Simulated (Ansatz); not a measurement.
Ansatz results at the PBE0-D4/def2-TZVP geometry: size of the dipole moment (B3LYP/def2-TZVPP) 1.78 D; HOMO–LUMO gap (B3LYP/def2-TZVPP) 6.03 eV; HOMO energy (PBE0/def2-TZVPP) -6.63 eV.

Each molecule was computed in one conformer, which needn't be the lowest.

Question: Which molecule gave them?
A. `[NH2][Al]1[NH][B]1Cl`
B. `CC1B[SiH2]1`
C. `NCS`
D. `[OH][Ge@@H]1[CH2][C@@H]1Cl`

Answer: D. The others give `[NH2][Al]1[NH][B]1Cl`: 3.44, 5.28, -6.41; `CC1B[SiH2]1`: 1.06, 5.07, -6.76; `NCS`: 2.52, 6.78, -6.94.

B3LYP here is the variant with VWN-RPA as its local correlation; programs differ in this.
